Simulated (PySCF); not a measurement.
**`Cc1ccpc(C(F)(F)F)n1`, C₆H₅F₃NP**

Molfile (atoms numbered from 1):
```
C6H5F3NP
     RDKit          3D

 16 16  0  0  0  0  0  0  0  0999 V2000
   -2.0673   -1.2470   -0.1635 C   0  0  0  0  0  0  0  0  0  0  0  0
   -0.9922   -0.2172   -0.0503 C   0  0  0  0  0  0  0  0  0  0  0  0
   -1.3063    1.1394    0.0916 C   0  0  0  0  0  0  0  0  0  0  0  0
   -0.3508    2.1206    0.2067 C   0  0  0  0  0  0  0  0  0  0  0  0
    1.3731    1.8525    0.2076 P   0  0  0  0  0  0  0  0  0  0  0  0
    1.2948    0.1137    0.0299 C   0  0  0  0  0  0  0  0  0  0  0  0
    2.6161   -0.6087   -0.0205 C   0  0  0  0  0  0  0  0  0  0  0  0
    2.7149   -1.5859    0.8896 F   0  0  0  0  0  0  0  0  0  0  0  0
    3.6363    0.2380    0.2127 F   0  0  0  0  0  0  0  0  0  0  0  0
    2.8553   -1.1695   -1.2157 F   0  0  0  0  0  0  0  0  0  0  0  0
    0.2477   -0.6704   -0.0764 N   0  0  0  0  0  0  0  0  0  0  0  0
   -1.6622   -2.1486   -0.6128 H   0  0  0  0  0  0  0  0  0  0  0  0
   -2.9010   -0.8768   -0.7548 H   0  0  0  0  0  0  0  0  0  0  0  0
   -2.4380   -1.4978    0.8302 H   0  0  0  0  0  0  0  0  0  0  0  0
   -2.3516    1.4175    0.1073 H   0  0  0  0  0  0  0  0  0  0  0  0
   -0.6765    3.1491    0.3068 H   0  0  0  0  0  0  0  0  0  0  0  0
  1  2  1  0
  2  3  2  0
  3  4  1  0
  4  5  2  0
  5  6  1  0
  6  7  1  0
  7  8  1  0
  7  9  1  0
  7 10  1  0
  6 11  2  0
 11  2  1  0
  1 12  1  0
  1 13  1  0
  1 14  1  0
  3 15  1  0
  4 16  1  0
M  END
```

The calculation used PySCF, GIAO LDA/cc-pVDZ magnetisability, rotational g tensor and spin-rotation constants, non-relativistic, gas phase. Geometry: GFN2-xTB.

Problem. What are the magnetisability and the molar susceptibility?

Solution. Isotropic -1482 × 10⁻³⁰ J/T², or -89.3 × 10⁻⁶ cm³/mol; principal values -2229, -1169, -1049 × 10⁻³⁰ J/T², anisotropy 1125 × 10⁻³⁰ J/T² (root of half the summed squared differences of the principal values). The susceptibility is in cgs units.

Problem. Split it along the inertial axes a, b, c into diamagnetic and paramagnetic parts about the centre of mass, with the quadrupole moment.

Solution. 
| axis | χ (10⁻⁶ cm³/mol) | diamagnetic (10⁻⁶ cm³/mol) | paramagnetic (10⁻⁶ cm³/mol) | summed x² of all electrons (Å²) | quadrupole Θ (D Å) |
| --- | --- | --- | --- | --- | --- |
| a | -63.5 | -853.3 | 789.7 | 333.9 | +6.96 |
| b | -70.0 | -1572.2 | 1502.2 | 164.4 | -2.04 |
| c | -134.2 | -2114.2 | 1979.9 | 36.7 | -4.92 |

Anisotropies 2χaa − χbb − χcc = +77.2 and 2χbb − χaa − χcc = +57.8 × 10⁻⁶ cm³/mol. Θ is traceless in Buckingham's convention.

Problem. And the rotational g tensor?

Solution. 
| axis | rotational constant (GHz) | g | nuclear part | electronic part |
| --- | --- | --- | --- | --- |
| a | 1.5395 | -0.0407 | 0.5305 | -0.5712 |
| b | 0.7723 | -0.0162 | 0.5289 | -0.5451 |
| c | 0.5668 | +0.0057 | 0.5329 | -0.5272 |

Asymmetric top; isotopes 12C, 19F, 1H, 14N, 31P; no vibrational averaging.
